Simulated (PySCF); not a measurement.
Geometry:
| atom | x (Å) | y (Å) | z (Å) |
| --- | --- | --- | --- |
| C1 | 2.290 | 1.020 | -2.132 |
| C2 | 1.292 | 0.570 | -1.353 |
| C3 | 1.370 | -0.680 | -0.620 |
| C4 | 0.477 | -1.288 | 0.197 |
| C5 | -0.867 | -0.920 | 0.645 |
| C6 | -1.560 | -1.826 | 1.365 |
| C7 | -1.470 | 0.435 | 0.369 |
| C8 | -0.823 | 1.557 | 1.176 |
| H9 | 3.220 | 0.455 | -2.246 |
| H10 | 2.208 | 1.963 | -2.678 |
| H11 | 0.386 | 1.173 | -1.277 |
| H12 | 2.312 | -1.220 | -0.770 |
| H13 | 0.806 | -2.253 | 0.599 |
| H14 | -1.137 | -2.805 | 1.608 |
| H15 | -2.570 | -1.614 | 1.725 |
| H16 | -2.544 | 0.390 | 0.609 |
| H17 | -1.418 | 0.656 | -0.709 |
| H18 | 0.257 | 1.636 | 0.982 |
| H19 | -1.281 | 2.529 | 0.939 |
| H20 | -0.950 | 1.376 | 2.254 |

Geometry: PBE0-D3(BJ)/def2-SVP; GIAO shifts from PySCF 2.14.0 with density-fitted response routines, gas phase, non-relativistic, averaged over equivalent atoms.

At wB97X-D/pcSseg-1 (196 basis functions, 48 s wall time on 1 thread of an x86-64 server CPU, shared host):
```tsv
atoms	δ (ppm)
C5	158.1
C2	142.1
C4	138.0
C3	135.4
C6	129.4
C1	128.5
C7	31.6
C8	16.6
H11	7.06
H12	5.89
H13	5.87
H10	5.50
H9	5.48
H15	5.31
H14	5.21
H16/H17	2.32
H18/H19/H20	1.13
```

Shifts are taken against calculated references (same method and geometry level): ¹³C (184.54 ppm) and ¹H (31.38 ppm) against TMS.

**Question.** Predict the values at PBE0/pcSseg-1 on the same geometry.

**Answer.** 
```json
{"atoms": "C5", "δ at PBE0/pcSseg-1": "157.9", "change": "-0.2"}
{"atoms": "C2", "δ at PBE0/pcSseg-1": "141.8", "change": "-0.3"}
{"atoms": "C4", "δ at PBE0/pcSseg-1": "137.5", "change": "-0.5"}
{"atoms": "C3", "δ at PBE0/pcSseg-1": "135.4", "change": "+0.0"}
{"atoms": "C6", "δ at PBE0/pcSseg-1": "128.8", "change": "-0.6"}
{"atoms": "C1", "δ at PBE0/pcSseg-1": "127.5", "change": "-1.0"}
{"atoms": "C7", "δ at PBE0/pcSseg-1": "32.2", "change": "+0.6"}
{"atoms": "C8", "δ at PBE0/pcSseg-1": "16.2", "change": "-0.4"}
{"atoms": "H11", "δ at PBE0/pcSseg-1": "7.09", "change": "+0.03"}
{"atoms": "H12", "δ at PBE0/pcSseg-1": "5.92", "change": "+0.03"}
{"atoms": "H13", "δ at PBE0/pcSseg-1": "5.89", "change": "+0.02"}
{"atoms": "H10", "δ at PBE0/pcSseg-1": "5.48", "change": "-0.02"}
{"atoms": "H9", "δ at PBE0/pcSseg-1": "5.46", "change": "-0.02"}
{"atoms": "H15", "δ at PBE0/pcSseg-1": "5.30", "change": "-0.01"}
{"atoms": "H14", "δ at PBE0/pcSseg-1": "5.22", "change": "+0.01"}
{"atoms": "H16/H17", "δ at PBE0/pcSseg-1": "2.37", "change": "+0.05"}
{"atoms": "H18/H19/H20", "δ at PBE0/pcSseg-1": "1.12", "change": "-0.01"}
```

δ = σ(ref) − σ, references computed at the same level: TMS for ¹³C (σ = 184.41 ppm) and ¹H (σ = 31.27 ppm).

The largest change is at C1 (terminal =CH2 carbon). Cost: 196 basis functions, 41 s wall time on 1 thread of an x86-64 server CPU, shared host. The order of the carbon signals is the same at both levels.
